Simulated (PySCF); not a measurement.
Molecule: `[C@H]12C3[C@@H]4[C@H]5[C@](Cl)([C@@H]1[C@H]53)[C@@H]42`, C8H7Cl.

Bonds (- single, = double, # triple, : aromatic): Cl1-C2, C2-C3, C3-C4, C4-C5, C5-C6, C6-C7, C7-C8, C8-C9, C7-C2, C9-C2, C6-C3, C9-C4, C8-C5. C3 carries H10; C4 carries H11; C5 carries H12; C6 carries H13; C7 carries H14; C8 carries H15; C9 carries H16. Stereochemistry as in Cl[C@]12[C@H]3[C@@H]4C5[C@H]3[C@H]1[C@@H]5[C@@H]42.

Frames of a GFN2-xTB Langevin trajectory at 300 K; GIAO PBE0/pcSseg-1 shieldings in PySCF 2.14, gas phase, non-relativistic; equivalent atoms averaged within each frame.

Shifts are taken against calculated references (same method and geometry level): ³⁵Cl (949.78 ppm) vs HCl; TMS for ¹³C (186.93 ppm) and ¹H (31.72 ppm). The references are static minima.

Problem. How do the shifts (ppm) fluctuate along the trajectory?

Solution. 
```csv
time (fs),Cl1,C2,C5,C3/C7/C9,C4/C6/C8,H12,H10/H14/H16,H11/H13/H15
250,220,77.6,60.8,56.2,40.1,5.34,4.39,3.55
425,191,66.4,46.4,54.9,44.4,4.57,3.90,4.39
625,185,73.5,55.0,54.2,37.0,5.06,3.92,4.04
800,185,77.7,53.9,63.1,42.8,5.18,4.77,4.28
1000,193,77.2,59.2,45.1,39.0,5.23,2.35,3.48
mean of frames,195,74.5,55.1,54.7,40.7,5.08,3.87,3.94
standard deviation,14,4.9,5.6,6.4,3.0,0.30,0.92,0.42
```

5 frames give an uncertainty of the mean of about the standard deviation over 2.2 at best, since frames this close in time may not be independent; classical motion lacks zero-point vibration, and the reference would need the same averaging.
